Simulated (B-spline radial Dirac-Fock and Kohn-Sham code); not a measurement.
Binding energies of Ba²⁺

System: the Ba²⁺ ion, [Kr] 4d10 5s2 5p6, inside a Watson sphere of charge -2 and radius 2.7 Å (a model of the Madelung potential; inside it an electron's potential energy is raised by 10.7 eV); nuclear rms radius 4.8378 fm (A = 138).

Calculated with a B-spline atomic structure program, using ΔSCF Dirac-Fock with Breit, self-energy and vacuum polarisation, finite nucleus, configuration average. Electron correlation is not included. Energies are counted from the vacuum level.

All terms are in eV, carry their sign (relaxation lowers the binding energy) and add up to the binding energy; ⟨r⟩ is the mean radius of the orbital in the initial state.

```tsv
subshell	−ε (Koopmans)	relaxation	Breit	self-energy	vacuum polarisation	binding energy	⟨r⟩ (bohr)
K (1s)	37657.5	-68.68	-91.98	-55.04	7.98	37449.8	0.026
L1 (2s)	6058.0	-36.49	-8.96	-7.00	0.94	6006.5	0.109
L2 (2p1/2)	5690.9	-40.29	-15.06	0.40	-0.01	5636.0	0.092
L3 (2p3/2)	5307.9	-38.72	-9.80	-0.25	-0.05	5259.0	0.098
M1 (3s)	1325.2	-15.73	-1.32	-1.46	0.19	1306.9	0.290
M2 (3p1/2)	1170.3	-16.35	-2.39	0.08	-0.01	1151.6	0.281
M3 (3p3/2)	1094.4	-15.71	-1.37	-0.04	-0.01	1077.2	0.292
M4 (3d3/2)	825.8	-17.51	-0.78	0.14	-0.01	807.6	0.264
M5 (3d5/2)	809.9	-17.25	-0.38	0.10	-0.01	792.3	0.267
N1 (4s)	280.4	-5.47	-0.20	-0.31	0.04	274.5	0.674
N2 (4p1/2)	221.7	-5.28	-0.39	0.03	0.00	216.1	0.697
N3 (4p3/2)	205.8	-5.01	-0.18	0.00	0.00	200.6	0.723
N4 (4d3/2)	107.8	-4.59	-0.03	0.04	0.00	103.2	0.795
N5 (4d5/2)	105.0	-4.49	0.04	0.03	0.00	100.6	0.805
O1 (5s)	44.67	-0.76	-0.02	-0.05	0.01	43.85	1.657
O2 (5p1/2)	27.10	-0.68	-0.04	0.01	0.00	26.38	1.854
O3 (5p3/2)	24.79	-0.61	-0.01	0.00	0.00	24.18	1.928
```

For the deepest level, K (1s), the Breit terms make up -0.246 % of the binding energy, QED -0.126 % and orbital relaxation -0.183 %.

Spin-orbit splittings: 2p 376.9 eV, 3p 74.37 eV, 3d 15.32 eV, 4p 15.49 eV, 4d 2.59 eV, 5p 2.20 eV.
